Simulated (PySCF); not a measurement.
```xyz
4
charge 0 multiplicity 4, angstrom
Ni    0.0000    0.0000   -0.0408
F    -1.4464    0.0000    0.9486
F     0.0000    0.0000   -1.7743
F     1.4464    0.0000    0.9486
```

These are results of UPBE/[Ni def2-SVP, F def2-SVP], no relativity, density fitting, PySCF, not measurements.

This geometry of NiF₃ is a stationary point at this level.

(1) What is the point group?

(2) Is it a minimum?

(3) Which band is strongest in the infrared?

(4) Give the ideal-gas entropy at 298.15 K and 1 bar by parts.

(5) What is the atomisation energy, with and without zero-point energy?

Answers

(1) C2v.

(2) Yes: all harmonic wavenumbers are real.

(3) 635 cm⁻¹ (b2), 67 km/mol.

(4) translation 168.0, rotation 101.3, vibration 40.4, spin 11.5; total 321.2 J/(mol K).

(5) 1311 kJ/mol without, 1297 kJ/mol with.

Other isomers or separated fragments may lie lower. Open d and f shells are described by one determinant, and the ground state may have another occupation or spin.
